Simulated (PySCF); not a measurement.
C6H8FOSi (doublet state).
Geometry (GFN2-xTB, Å), atoms numbered from 1 in this order:
```
atom  x, y, z in Å
C1     3.543   -0.140   -0.720
C2     2.349   -0.043   -0.523
C3     1.000    0.047   -0.308
C4     0.400    1.412   -0.155
O5    -0.994    1.483   -0.318
C6    -1.741    0.713    0.593
C7    -1.819   -0.747    0.146
F8    -2.495   -1.471    1.121
Si9   -0.061   -1.478   -0.122
H10    4.575   -0.225   -0.890
H11    0.810    2.095   -0.907
H12    0.680    1.813    0.840
H13   -1.307    0.763    1.602
H14   -2.739    1.162    0.624
H15   -2.441   -0.815   -0.752
H16   -0.048   -2.319   -1.323
H17    0.283   -2.239    1.084
```

The hyperfine couplings belong to this conformer and change with its torsions.

The species is `C#C[C]1COC[C@H](F)[SiH2]1` [radical].

Method used: PySCF, UKS B3LYP, pcH-1 on C F H O Si, non-relativistic, mean-field spin-orbit, GIAO. The structure is a single GFN2-xTB conformer in the gas phase; no vibrational or solvent corrections. Couplings are sensitive to structure, and on GFN2-xTB geometries they can be far from those on DFT ones. Stability of the SCF solution: not tested.

(1) What is the g tensor, term by term?

(2) At 94.301 GHz, how far is the centre of the isotropic spectrum from where a free electron (g = 2.002319) resonates?

(3) What are the electron Larmor frequencies g μB B/h along the three axes at 340 mT?

(4) How much does each term add to the isotropic shift?

(5) In a frozen sample, at which fields do the three g values resonate at 9.5, 34, 94 and 263 GHz (hyperfine left aside), and which band first spreads them over more than twice a line width of 1.0 mT?

Results:

(1) 
```csv
Δg (ppm),1,2,3
relativistic mass correction,-132,-132,-132
gauge correction,-9,22,20
orbital Zeeman/spin–orbit,-22,553,1207
total,-163,443,1095
```

So g = 2.00216, 2.00276, 2.00341 and g_iso = 2.00278; the tensor is rhombic: the two nearest values differ by 48 % of g3 − g1. Axes: g3 points within 1° of the C2–C3 bond.

(2) B = hν/(g μB) with μB/h = 13.99624 MHz/mT gives 3364.89 mT for the free electron and 3364.12 mT at g_iso, 0.77 mT lower.

(3) 9.5277, 9.5306, 9.5337 GHz for g1, g2 and g3, a range of 6.0 MHz.

(4) The orbital-Zeeman/spin–orbit term 579, the mass correction -132 and the gauge correction 11 ppm, for a total of 458 ppm. The orbital-Zeeman/spin–orbit term is the largest in size. The mass correction is the same along every axis, so the anisotropy comes from the other two: their spans along these axes are 31 (gauge) and 1229 ppm (orbital Zeeman/spin–orbit).

(5) 
```csv
band,GHz,B(g3) mT,B(g2) mT,B(g1) mT,spread mT
X,9.5,338.80,338.91,339.01,0.21
Q,34.0,1212.54,1212.94,1213.30,0.76
W,94.0,3352.32,3353.41,3354.43,2.11
J,263.0,9379.37,9382.42,9385.26,5.89
```

The spread grows in proportion to the frequency. W band is the first where it exceeds 2.0 mT.

The largest Mulliken spin populations are on C3 (+0.74), C1 (+0.49) and C2 (-0.24). The positive populations add up to 1.35 and the negative ones to -0.35, together 2S = 1. The angles at C3 add up to 359.9°, so it is planar.

The HOMO–LUMO gaps are 6.18 eV among the α and 4.26 eV among the β orbitals.

Hardware: one thread, Arm Neoverse V1 (aarch64) (shared host). Cost: 2.8 min wall (with the writing of density and orbital grids), 1.1 GiB resident at most.
